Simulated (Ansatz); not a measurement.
Computed with Ansatz on PBE0-D4/def2-TZVP structures; ΔE is electronic, products minus reactants. CCSD(T)/CBS is the MP2 limit (def2-TZVPP, def2-QZVPP) plus CCSD(T) − MP2 in def2-TZVPP, frozen cores. DFT in def2-TZVPP. B3LYP here is the variant with VWN-RPA as its local correlation; programs differ in this. Each species was taken in one conformer, which may not be the lowest.

Reaction (redistribution): `[CH3][AlH][SiH2]S` + `C=C[SiH](C)S` → `C=C[SiH2]S` + `[CH3][AlH][SiH](C)S`

`[CH3][AlH][SiH2]S`:

```xyz
11

C     1.327    1.365   -1.407
Al    0.691    0.692    0.311
Si   -1.043   -1.053    0.418
S    -1.410   -1.476    2.494
H     0.814    0.929   -2.266
H     1.213    2.453   -1.458
H     2.399    1.163   -1.517
H     1.296    1.267    1.665
H    -0.625   -2.301   -0.288
H    -2.311   -0.623   -0.245
H    -2.350   -2.416    2.293
```

`C=C[SiH](C)S`:

```xyz
13

C    -0.232   -1.232    1.919
C     0.335   -0.284    1.177
Si   -0.371    0.262   -0.451
C     0.848    0.112   -1.853
S    -0.894    2.344   -0.384
H     0.179   -1.549    2.873
H    -1.141   -1.736    1.599
H     1.240    0.195    1.549
H    -1.580   -0.570   -0.699
H     1.744    0.704   -1.653
H     1.148   -0.931   -1.981
H     0.409    0.461   -2.790
H    -1.684    2.222    0.695
```

`C=C[SiH2]S`:

Cartesian coordinates in Å:
```
C -0.094 -0.769 -1.574
C -0.628 -0.529 -0.379
Si 0.398 0.024 1.063
S -0.237 1.925 1.815
H 0.972 -0.659 -1.754
H -0.692 -1.086 -2.424
H -1.703 -0.647 -0.251
H 1.818 0.053 0.624
H 0.245 -0.872 2.237
H -0.079 2.561 0.642
```

`[CH3][AlH][SiH](C)S`:

Z-matrix (Å, degrees):
```
C
Al 1 1.955
H 1 1.092 2 113.8
H 1 1.096 2 109.8 3 120.7
H 1 1.095 2 110.9 3 -122.2
Si 2 2.465 1 120.6 3 -7.5
H 2 1.592 1 119.2 3 172.9
S 6 2.155 2 106.1 1 -166.5
C 6 1.881 2 114.4 1 -44.0
H 6 1.497 2 110.0 1 76.5
H 8 1.345 6 96.4 2 -176.9
H 9 1.094 6 110.3 2 60.2
H 9 1.093 6 110.7 2 179.7
H 9 1.092 6 111.0 2 -60.1
```

| level | ΔE (kJ/mol) | difference from CCSD(T)/CBS |
| --- | --- | --- |
| r2SCAN-D4 | 8.5 | 0.8 |
| PBE0-D4 | 7.8 | 0.1 |
| B3LYP-D4 | 7.4 | -0.3 |
| ωB97X-V | 8.0 | 0.3 |
| PBE | 7.1 | -0.6 |
| PBE0 | 7.9 | 0.2 |
| B3LYP | 7.4 | -0.3 |
| HF/def2-TZVPP | 8.3 | 0.6 |
| SCS-MP2/def2-TZVPP | 7.0 | -0.7 |
| CCSD(T)/def2-TZVPP | 7.6 | -0.1 |
| HF/def2-QZVPP | 8.3 | 0.6 |
| MP2/def2-QZVPP | 7.3 | -0.4 |
| SCS-MP2/def2-QZVPP | 7.0 | -0.7 |
| HF/CBS(def2) | 8.3 | 0.6 |
| MP2/CBS(def2) | 7.4 | -0.3 |
| CCSD/CBS(def2) | 8.0 | 0.3 |
| CCSD(T)/CBS | 7.7 | 0 |

Largest T1 diagnostic among the species: 0.011.
